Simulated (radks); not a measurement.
Q: The mean radii <r> (bohr) of the occupied orbitals of an atom or ion are listed with their occupations. All-electron calculation, scalar-relativistic Kohn-Sham, r2SCAN, spin-polarised, spherical densities, finite nucleus; meta-GGA in the generalised Kohn-Sham scheme; Fermi nuclear charge, rms radius of each element as measured or else 0.836 A^(1/3) + 0.57 fm. Program: a radial shooting solver on a logarithmic mesh with Libxc functionals.

orbital  occ.      <r>
1s down     1  0.03707
1s up       1  0.03707
2s up       1   0.1625
2s down     1   0.1625
2p up       3   0.1417
2p down     3   0.1417
3s up       1   0.4573
3s down     1   0.4574
3p up       3   0.4614
3p down     3   0.4614
3d up       5   0.4526
3d down     5   0.4525
4s up       1    1.229
4s down     1    1.218
4p up       3    1.391
4p down     3    1.370
4d up       3    2.228

Name the element and its charge. Open shells, if any, are filled with parallel spins first.

A: Z = 40, zirconium, charge +1: Zr+ in [Kr] 4d3. The 1s radius gives Z: for a bare nucleus <r> = (2 gamma + 1)/(2Z) with gamma = sqrt(1 - (Z/c)^2), 0.03641 bohr for Z = 40, and screening makes it slightly larger (0.03707 here). The occupations add up to 39, and the charge is Z minus that.
